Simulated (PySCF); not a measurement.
A species of formula C5H7BO has this rotational fingerprint, computed with PySCF, PBE0-D3(BJ)/def2-SVP geometry optimisation, gas phase:

| Quantity | Value |
| --- | --- |
| Rotational constants | A = 4484, B = 1521, C = 1454 MHz |
| Dipole components | \|μa\| = 3.09 D, \|μb\| = 0.13 D, \|μc\| = 2.51 D |
| Inertial defect | -97.35 u·Å² |
| κ | -0.96 |

Question: Which structure is it? (One computed conformer of each.)
A. `[CH3:1][B:2]([CH3:3])[c:4]1[cH:5][c:6]1=[O:7]` with C1–B2–C4–C5 91°
B. `[CH3:1][O:2][C:3]1=[CH:4][CH:5]=[CH:6][BH:7]1` with C1–O2–C3–C4 180°

Answer: A. It is CB(C)c1cc1=O, a near-prolate asymmetric top. The candidates at the same level (rigid rotor, commonest isotopes):

| SMILES | A (MHz) | B (MHz) | C (MHz) | μa (D) | μb (D) | μc (D) | Δ (u·Å²) | point group | rotor |
| --- | --- | --- | --- | --- | --- | --- | --- | --- | --- |
| CB(C)c1cc1=O | 4484 | 1521 | 1454 | 3.09 | 0.13 | 2.51 | -97.35 | – | near-prolate asymmetric top |
| COC1=CC=CB1 | 7112 | 1920 | 1527 | 0.74 | 0.52 | 0.00 | -3.24 | Cs | asymmetric top |

`COC1=CC=CB1` has A 59 % too high. No structure here is proved a minimum.
